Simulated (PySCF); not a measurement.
HOSi, SMILES O=[SiH] (connectivity only; charge and spin as stated), charge +1, multiplicity 1. Atoms are numbered in the order given.

```xyz
3

O      0.0000     0.0000     1.0330
Si     0.0000     0.0000    -0.4519
H      0.0000     0.0000    -1.9375
```
Charge +1, spin multiplicity 1.

Geometry: PBE0-D3(BJ)/def2-TZVPD. The spin state was assumed, not searched. The isomer is the one that the SMILES or the coordinates give; other isomers of the formula were not compared.

These are B3LYP/def2-TZVPD (PySCF) values and carry that method's errors.

Mulliken values depend strongly on the basis, most of all with diffuse functions as here. ESP charges are fitted to the potential on shells at 1.4 to 2.0 van der Waals radii. Atomic charges (e):

| atom | ESP fit | Mulliken | IAO |
|---|---|---|---|
| O1 | -0.35 | -0.01 | -0.54 |
| Si2 | 1.20 | 0.78 | 1.46 |
| H3 | 0.16 | 0.22 | 0.08 |
